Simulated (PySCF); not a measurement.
Species: `C[C@@](F)([SiH3])C(=S)CF`. The columns A, B, C and D hold Mulliken, IAO, Hirshfeld and ESP-fitted charges (e) of one PBE0/pcSseg-1 density (PySCF), in a shuffled order. Coordinates in Å (GFN2-xTB); the density's dipole moment is (-0.78, 0.49, 0.35) D.

| atom | x | y | z | A | B | C | D |
| --- | --- | --- | --- | --- | --- | --- | --- |
| C1 | -0.821 | 1.438 | 0.946 | -0.426 | -0.130 | -0.181 | -0.391 |
| C2 | -0.189 | 0.151 | 0.442 | +0.069 | +0.022 | -0.092 | +0.434 |
| F3 | 0.283 | -0.568 | 1.539 | -0.324 | -0.100 | -0.322 | -0.293 |
| Si4 | -1.552 | -1.014 | -0.375 | +0.615 | +0.316 | +0.547 | +0.370 |
| C5 | 0.881 | 0.344 | -0.540 | -0.068 | +0.029 | -0.421 | -0.093 |
| S6 | 0.823 | 1.514 | -1.675 | -0.082 | -0.081 | -0.015 | -0.176 |
| C7 | 2.047 | -0.603 | -0.515 | +0.029 | +0.015 | +0.322 | +0.101 |
| F8 | 1.642 | -1.914 | -0.469 | -0.317 | -0.102 | -0.327 | -0.215 |
| H9 | -0.065 | 2.061 | 1.423 | +0.155 | +0.043 | +0.130 | +0.134 |
| H10 | -1.254 | 1.988 | 0.117 | +0.167 | +0.040 | +0.141 | +0.074 |
| H11 | -1.595 | 1.210 | 1.674 | +0.153 | +0.047 | +0.133 | +0.116 |
| H12 | -2.566 | -1.115 | 0.672 | -0.106 | -0.066 | -0.076 | -0.096 |
| H13 | -0.931 | -2.291 | -0.680 | -0.085 | -0.064 | -0.038 | -0.058 |
| H14 | -2.022 | -0.283 | -1.549 | -0.108 | -0.069 | -0.060 | -0.080 |
| H15 | 2.663 | -0.482 | -1.410 | +0.163 | +0.046 | +0.126 | +0.056 |
| H16 | 2.648 | -0.428 | 0.387 | +0.165 | +0.053 | +0.133 | +0.116 |

Problem. Which column most likely holds the ESP-fitted charges?

Solution. D. Σ q r misses the density's dipole by 0.06 D (D), 0.62 D (B), 2.53 D (A), 2.57 D (C). Charges fitted to the outside potential are the only set here that is tied to the molecule's multipoles.

Problem. And the Hirshfeld charges?

Solution. B. The mean sizes are 0.076 e (B), 0.175 e (D), 0.190 e (A), 0.191 e (C), and Hirshfeld charges are commonly the smallest of these schemes.

As computed, A = IAO, B = Hirshfeld, C = Mulliken, D = ESP-fitted. Hydrogens on carbon: IAO +0.15 to +0.17, Hirshfeld +0.04 to +0.05, Mulliken +0.13 to +0.14, ESP-fitted +0.06 to +0.13 e.

The IAO scheme counts the electrons in orthogonalised intrinsic atomic orbitals, a minimal basis polarised so that it spans the occupied orbitals exactly. The Hirshfeld scheme weights the molecular density at each point by an atom's share of the summed free-atom densities.

One conformer (not necessarily the lowest) at the GFN2-xTB geometry, without solvent, vibrations or thermal averaging.

The values belong to the conformer `[CH3:1][C@@:2]([F:3])([SiH3:4])[C:5](=[S:6])[CH2:7][F:8]`: C1–C2–C5–S6 -37°, C2–C5–C7–F8 49°.
